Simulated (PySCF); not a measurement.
PySCF calculation with coordinates at the GFN2-xTB level and σ from GIAO-PBE0/pcSseg-1; relativity neglected, rapidly exchanging positions averaged, one conformer, no solvent model.

Referencing at the same level of theory: TMS for $^{1}$H and $^{13}$C. Shifts are as computed. Against solution values, carbons near 30 ppm lie about +3 ppm off and those near 130 ppm about +5 ppm (rms about the fit 2.1 ppm; single classes can miss by 10 ppm). Of 1328 compounds with measured shifts, 309 miss one by over three times the rms of a fit or turn the order of signals round; such compounds aren't used in these exercises. Signals without a measured value on file couldn't be tested in this way; 1H shifts scatter by 0.2 ppm about their fit, and single ones miss by 0.5 ppm.

(1) Order these molecules by the shift of their most shielded carbon-bound hydrogen, lowest δ first.
A. COC(=O)c1cpco1
B. CC(=O)O[SiH2]Cl
C. CC(=O)C1=C[C@@H]1F

(2) Order these molecules by the shift of their most deshielded carbon, lowest δ first.
A. CC(=O)C1(F)C=C1
B. CC(=O)O[SiH2]Cl
C. COC(=O)c1cpco1

(3) How many $^{13}$C and $^{1}$H signals does each give (equivalence by symmetry and fast rotation, but not about amide C–N or C=N bonds)? `CC(=O)C1=C[C@@H]1F`, `CC(=O)C1(F)C=C1`, `COC(=O)c1cpco1`, `CC(=O)O[SiH2]Cl`

## Answers

(1) B (2.18 ppm, hydrogen on a methyl carbon α to a carbonyl), C (2.59 ppm, hydrogen on a methyl carbon α to a carbonyl), A (4.11 ppm, hydrogen on a methyl carbon bonded to O).

(2) B (175.8 ppm, carbonyl carbon), C (192.5 ppm, ring CH next to a ring phosphorus), A (213.4 ppm, ketone carbonyl carbon).

(3) CC(=O)C1=C[C@@H]1F: 5 C, 3 H; CC(=O)C1(F)C=C1: 4 C, 2 H; COC(=O)c1cpco1: 5 C, 3 H; CC(=O)O[SiH2]Cl: 2 C, 2 H.
